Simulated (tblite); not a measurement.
Species: C6H11As.
Atom-mapped SMILES: `[CH:1]#[C:2][CH2:3][As:4]([CH3:5])[CH2:6][CH3:7]` (hydrogens: H8 on C1; H9, H10 on C3; H11, H12, H13 on C5; H14, H15 on C6; H16, H17, H18 on C7)

Computed with GFN2-xTB (tblite), gas phase: L-BFGS steps from a force-field or distance-geometry start until the largest atomic force falls under 0.01 eV/Å.

Step 10: E = -564.1142 eV
```
atom  x, y, z in Å  |  force x, y, z in eV/Å
C1      3.4773   -0.9506    0.4930   -0.003   0.018   0.012
C2      2.6275   -0.1127    0.6003    0.012  -0.041  -0.030
C3      1.5730    0.8621    0.6938   -0.002  -0.003  -0.007
As4     0.1580    0.5359   -0.6861   -0.024   0.010   0.098
C5     -1.0788    1.9092    0.0240    0.024  -0.014  -0.015
C6     -0.6678   -0.9955    0.2797    0.011   0.034  -0.029
C7     -1.9243   -1.4838   -0.4304    0.024   0.003   0.006
H8      4.2396   -1.6665    0.4159    0.011  -0.013   0.007
H9      1.1089    0.8102    1.6842    0.020   0.037   0.001
H10     1.9878    1.8644    0.5475   -0.006   0.005   0.010
H11    -1.2106    1.7818    1.0979   -0.015   0.028   0.009
H12    -0.6929    2.9088   -0.1688    0.016   0.027  -0.005
H13    -2.0500    1.8280   -0.4597   -0.017   0.006  -0.013
H14     0.0694   -1.8011    0.3485   -0.035   0.004  -0.042
H15    -0.9045   -0.6812    1.3019   -0.017  -0.040  -0.032
H16    -2.6664   -0.6863   -0.4811   -0.001  -0.026   0.015
H17    -2.3701   -2.3333    0.0862    0.010  -0.002  -0.001
H18    -1.6849   -1.7831   -1.4515   -0.010  -0.032   0.017
```

Step 11: E = -564.1149 eV
```
atom  x, y, z in Å  |  force x, y, z in eV/Å
C1      3.4790   -0.9514    0.4937   -0.006   0.019   0.011
C2      2.6291   -0.1135    0.5995    0.002  -0.022  -0.015
C3      1.5761    0.8630    0.6954   -0.035  -0.005  -0.028
As4     0.1566    0.5375   -0.6830    0.003   0.000   0.071
C5     -1.0797    1.9121    0.0239    0.024  -0.018  -0.013
C6     -0.6690   -0.9973    0.2791    0.035   0.054  -0.029
C7     -1.9249   -1.4853   -0.4313    0.015  -0.004   0.016
H8      4.2406   -1.6680    0.4163    0.011  -0.014   0.005
H9      1.1097    0.8124    1.6850    0.037   0.031   0.005
H10     1.9897    1.8660    0.5478   -0.004  -0.011   0.012
H11    -1.2117    1.7848    1.0973   -0.021   0.032   0.024
H12    -0.6934    2.9117   -0.1690    0.013   0.019  -0.007
H13    -2.0506    1.8299   -0.4605   -0.011   0.009  -0.010
H14     0.0694   -1.8021    0.3456   -0.040   0.009  -0.039
H15    -0.9042   -0.6834    1.3017   -0.024  -0.049  -0.028
H16    -2.6679   -0.6887   -0.4798    0.000  -0.016  -0.001
H17    -2.3711   -2.3341    0.0851    0.008  -0.019   0.014
H18    -1.6866   -1.7873   -1.4516   -0.007  -0.014   0.012
```

Step 12: E = -564.1156 eV
```
atom  x, y, z in Å  |  force x, y, z in eV/Å
C1      3.4808   -0.9520    0.4946   -0.001   0.012   0.008
C2      2.6304   -0.1144    0.5986   -0.014   0.000  -0.001
C3      1.5785    0.8638    0.6965   -0.049  -0.006  -0.033
As4     0.1554    0.5391   -0.6789    0.029  -0.004   0.015
C5     -1.0802    1.9147    0.0236    0.010  -0.007   0.001
C6     -0.6696   -0.9981    0.2780    0.035   0.048  -0.020
C7     -1.9253   -1.4867   -0.4318    0.001  -0.010   0.017
H8      4.2416   -1.6696    0.4167    0.005  -0.008   0.005
H9      1.1114    0.8150    1.6858    0.048   0.021   0.013
H10     1.9915    1.8673    0.5483   -0.001  -0.024   0.008
H11    -1.2132    1.7883    1.0971   -0.025   0.035   0.028
H12    -0.6936    2.9148   -0.1693    0.008   0.002  -0.007
H13    -2.0512    1.8319   -0.4614    0.004   0.011  -0.005
H14     0.0687   -1.8030    0.3421   -0.031   0.010  -0.034
H15    -0.9044   -0.6865    1.3011   -0.028  -0.050  -0.014
H16    -2.6693   -0.6914   -0.4786   -0.001  -0.006  -0.015
H17    -2.3719   -2.3352    0.0844    0.013  -0.027   0.029
H18    -1.6883   -1.7916   -1.4515   -0.003   0.002   0.006
```

Step 13: E = -564.1161 eV
```
atom  x, y, z in Å  |  force x, y, z in eV/Å
C1      3.4823   -0.9523    0.4954    0.003   0.004   0.006
C2      2.6311   -0.1151    0.5977   -0.025   0.014   0.007
C3      1.5797    0.8643    0.6969   -0.037  -0.008  -0.021
As4     0.1549    0.5403   -0.6752    0.036   0.001  -0.040
C5     -1.0804    1.9167    0.0236   -0.004   0.007   0.017
C6     -0.6696   -0.9979    0.2767    0.014   0.022  -0.009
C7     -1.9255   -1.4881   -0.4319   -0.011  -0.013   0.011
H8      4.2425   -1.6711    0.4172   -0.005   0.003   0.006
H9      1.1136    0.8176    1.6866    0.050   0.011   0.020
H10     1.9929    1.8678    0.5489    0.002  -0.029   0.001
H11    -1.2149    1.7918    1.0973   -0.026   0.036   0.022
H12    -0.6937    2.9172   -0.1696    0.004  -0.013  -0.007
H13    -2.0516    1.8338   -0.4623    0.018   0.011   0.000
H14     0.0676   -1.8035    0.3385   -0.013   0.007  -0.030
H15    -0.9051   -0.6900    1.3002   -0.026  -0.042   0.003
H16    -2.6705   -0.6938   -0.4780   -0.002   0.000  -0.022
H17    -2.3723   -2.3366    0.0844    0.022  -0.024   0.037
H18    -1.6899   -1.7951   -1.4512    0.000   0.013   0.001
```

Question: Estimate the geometry and energy of step 14. (The exact step hangs on the optimiser's Hessian estimate; all steps are aligned on step 13, rigid shifts and turns removed.)

Answer: E = -564.1167 eV, largest force 0.080 eV/Å
```
atom  x, y, z in Å  |  force x, y, z in eV/Å
C1      3.4836   -0.9523    0.4964    0.003   0.000   0.003
C2      2.6315   -0.1157    0.5971   -0.028   0.017   0.010
C3      1.5801    0.8645    0.6968   -0.011  -0.010   0.000
As4     0.1551    0.5415   -0.6725    0.024   0.010  -0.076
C5     -1.0807    1.9187    0.0238   -0.012   0.016   0.026
C6     -0.6695   -0.9973    0.2752   -0.016  -0.012   0.001
C7     -1.9258   -1.4896   -0.4318   -0.018  -0.011   0.002
H8      4.2432   -1.6723    0.4177   -0.017   0.016   0.007
H9      1.1168    0.8203    1.6879    0.043   0.001   0.024
H10     1.9943    1.8678    0.5494    0.004  -0.027  -0.010
H11    -1.2170    1.7959    1.0979   -0.022   0.033   0.012
H12    -0.6937    2.9194   -0.1701    0.003  -0.023  -0.006
H13    -2.0517    1.8358   -0.4631    0.028   0.009   0.003
H14     0.0663   -1.8038    0.3346    0.007   0.003  -0.025
H15    -0.9062   -0.6942    1.2995   -0.019  -0.028   0.015
H16    -2.6716   -0.6960   -0.4778   -0.003   0.001  -0.024
H17    -2.3721   -2.3385    0.0852    0.033  -0.013   0.039
H18    -1.6914   -1.7980   -1.4509    0.002   0.018  -0.001
```

The energy changes by -0.0005 eV. The first-order estimate −F·Δx gives -0.0007 eV and the mean of the old and new forces, exact on a quadratic surface, -0.0005 eV. The step makes an angle of 64° with the force vector and moves no atom by more than 0.005 Å.

The cost below is that of the whole relaxation. The run took 0.77 s on one thread of an Arm Neoverse N1, no GPU, shared host.
